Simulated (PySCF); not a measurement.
# Polarisability and C₆ of Zn (zinc, neutral)

[Ar] 3d10 4s1 4p1, high-spin 3P determinant (an excited configuration). Calculation: PySCF 2.14, in def2-QZVPPD; the non-relativistic Hamiltonian (point nucleus). Coupled (time-dependent) response in atomic units; α is the mean over directions.

```csv
method,mean α (bohr³),"α xx, yy, zz",C₆ (like pair),S(−4)
UHF,60.22,"50.74, 79.19, 50.74",517.8,2108
PBE,60.96,"44.94, 92.99, 44.94",515.2,2589
PBE0,59.86,"45.89, 87.79, 45.89",505.6,2350
```

S(−4) is the Cauchy moment in α(ω) = α(0) + S(−4) ω² + …

α(iu) at PBE:

```
u (hartree)  α(iu) (bohr³)
          0          60.96
     0.0500          55.39
      0.100          44.79
      0.200          27.65
      0.300          17.93
      0.500          9.307
      0.750          5.374
       1.00          3.657
       1.50          2.148
       2.00          1.477
       3.00         0.8656
       5.00         0.4255
```

A single London oscillator, α(iu) = α/(1 + u²/ω²), gives C₆ = (3/4) ω α². Matching the computed C₆ needs ω = 4 × 515.2 / (3 × 60.96²) = 0.185 hartree.

The components differ because the open shell of this determinant is not spherical; for a pure term their mean is the scalar polarisability.
